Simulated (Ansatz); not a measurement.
**A ladder of methods for GaHF (SMILES [F][GaH])**

GaHF has 3 atoms, charge 0, and is taken as a doublet. SMILES: `[F][GaH]`. The shape is that of a PBE0-D4/def2-TZVP optimisation.

```tsv
atom	x (Å)	y (Å)	z (Å)
F	-1.2520	0.4514	-0.6448
Ga	0.2924	0.4698	0.2141
H	0.9486	-0.9859	0.4174
```

Each level gives the vertical energy of the quartet above the doublet (eV). The values are calculated.

| level | kind | program | value (eV) | CPU time (all runs) |
| --- | --- | --- | --- | --- |
| UHF/STO-3G | Hartree–Fock | Ansatz | 0.47 | 4 s |
| USVWN5/STO-3G | LDA | Ansatz | 1.91 | 12 s |
| UPBE/STO-3G | GGA | Ansatz | 1.78 | 29 s |
| UBHLYP/STO-3G | global hybrid | Ansatz | 1.24 | 61 s |
| UHSE06/STO-3G | range-separated hybrid | Ansatz | 1.52 | 44 s |
| UB2PLYP/STO-3G | double hybrid | Ansatz | 1.30 | 69 s |
| UMP2/STO-3G | perturbation theory | Ansatz | 0.77 | 6.9 s |
| UBCCD(T)/STO-3G | coupled cluster or CI | Ansatz | 0.99 | 10 s |

All-electron rows without a relativistic Hamiltonian named are non-relativistic. The values span 0.47 to 1.91 eV. Spin contamination of the reference (⟨S²⟩ at least 0.1 too high) touches UHF/STO-3G, UMP2/STO-3G, UBCCD(T)/STO-3G. All rows use very small basis sets, so none should be taken for the real molecule's value. In the correlated wave-function rows the outer d shell of Ga is correlated, in sets not made for it. Times are those of the runs behind each value, whatever else they computed, on shared processors of several kinds: orders of magnitude only.
